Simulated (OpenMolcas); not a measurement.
**As II: from CASSCF to CASPT2**

- Program: OpenMolcas 26.06
- Basis: ANO-RCC [9s8p6d4f2g]
- Scalar Hamiltonian: DKH2, point nucleus
- Active space: 4 electrons in 8 orbitals (4s 4p 5s 5p)
- State averaging: 2S+1 = 3 even, 3 roots; 2S+1 = 1 even, 6 roots; 2S+1 = 5 odd, 1 root; 2S+1 = 3 odd, 9 roots; 2S+1 = 1 odd, 8 roots
- Spin-orbit coupling: state interaction with AMFI integrals over the reference wave functions, term energies averaged over their components

Methods on the same reference wave functions:
A. CASSCF
B. SS-CASPT2, IPEA 0.25 Eh, imaginary shift 0.1 Eh (closed shells correlated: 3d)

Energies in cm⁻¹ above 4s² 4p² ³P₀, the measured ground level; measured values from NIST Handbook of Basic Atomic Spectroscopic Data.

```json
{"Level": "4s² 4p² ³P₀", "A": "0.0", "B": "0.0", "Measured": "0.0"}
{"Level": "4s² 4p² ³P₁", "A": "901", "B": "895", "Measured": "1063"}
{"Level": "4s² 4p² ³P₂", "A": "2214", "B": "2180", "Measured": "2541"}
{"Level": "4s² 4p² ¹D₂", "A": "12158", "B": "9830", "Measured": "10096"}
{"Level": "4s² 4p² ¹S₀", "A": "21259", "B": "21880", "Measured": "22599"}
{"Level": "4s 4p³ ⁵S°₂", "A": "44156", "B": "52010", "Measured": "54817"}
```

Deviations, from unrounded energies. A percentage is the sum of absolute deviations over the sum of measured energies, with the sign that they share, or ± where signs differ.

```tsv
Against measurement	Levels	A	B
mean absolute deviation (cm-1)	5	2900	870
fine structure of the ground term (%)	2	-13.6	-14.7
other terms of the ground configuration (%)	2	±10.4	-3.0
other configurations (%)	1	-19.4	-5.1
```

B lies closest to measurement on these levels. The largest miss of B in the table is 4s 4p³ ⁵S°₂, by -2800 cm-1. The ranking rests on the paired levels alone, and a cruder setting can come out closer through cancelling errors.

From A to B the spin-free energies of the other terms of 4s² 4p² shown, above ³P, scale by factors of 0.77 to 1.03.

The lowest spin-free term lies below A's lowest term by 0.297 hartree in B.

Term energies are means over components that CASPT2 splits; among the terms shown or strongly mixed into the levels shown the widest spread is 53 cm-1 (4s² 4p² ¹D, B). Over all roots computed the reference weight is 0.83 to 0.97 in B; the roots of lowest weight are the least certain, and an intruder state may touch them. The run also gave levels led by 4s² 4p 5s, which use shells meant for correlation; these and all levels above them are left out. Terms of s pⁿ other than that of highest spin mix with s² pⁿ⁻² d, which this space lacks; all of them can be thousands of cm-1 off, and some have no real level of that name. Without dynamic correlation excited terms often stand tens of per cent too high (terms of higher spin than the ground term too low), and those without a measured partner can miss by more than the paired ones (holds for A). Measured partners are found by configuration, term and J. A level has none where our copy of the source lacks it or the pairing is in doubt (some pairs that miss far off the trend of their configuration count as doubtful), and it then counts in no deviation. Only configurations of the active space appear. The table leaves out levels that lie high or whose names do not pair safely across all columns.

° marks odd parity.
